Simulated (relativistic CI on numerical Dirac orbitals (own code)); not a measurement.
Radial parameters of Zr11+

These numbers are calculated, not measured: Dirac-Coulomb-Breit CI, separate exchange-only KLI orbitals for each configuration, QED by a radiative potential, unscaled Slater integrals (own radial code, finite nucleus).

Slater integrals F^k, G^k are unscaled and averaged over j, outside the closed core [Ar]; ζ comes from projecting the Hamiltonian with its Breit term on Σ l·s of the shell.

- 3d10.4p: ζ(4p) = 14665 cm⁻¹; <r>(4p) = 1.122, <r^2>(4p) = 1.419 (bohr units).
- 3d10.4d: ζ(4d) = 1380.1 cm⁻¹; <r>(4d) = 1.243, <r^2>(4d) = 1.759 (bohr units).
- 3d10.4f: ζ(4f) = -16.062 cm⁻¹; <r>(4f) = 1.38, <r^2>(4f) = 2.154 (bohr units).

In this model ζ of a weakly bound d, f or g electron outside closed shells comes out too small, for d by up to a factor of two or three and at times with the wrong sign; that of an outer p electron is too small as well.

Averages of the first 10 configurations, taken without configuration mixing, which lowers the lowest level and can move excited configurations by several eV; other configurations of the list can lie among them:

```
Configuration  Parity  States  Average energy above the lowest level (eV)
      3d10.4s    even       2                                         0.1
      3d10.4p     odd       6                                        27.2
      3d10.4d    even      10                                        69.0
      3d10.4f     odd      14                                       108.1
      3d10.5s    even       2                                       106.9
      3d10.5p     odd       6                                       118.4
      3d10.5d    even      10                                       136.5
      3d9.4s2    even      10                                       159.9
      3d10.5f     odd      14                                       153.6
      3d10.6s    even       2                                       154.1
```
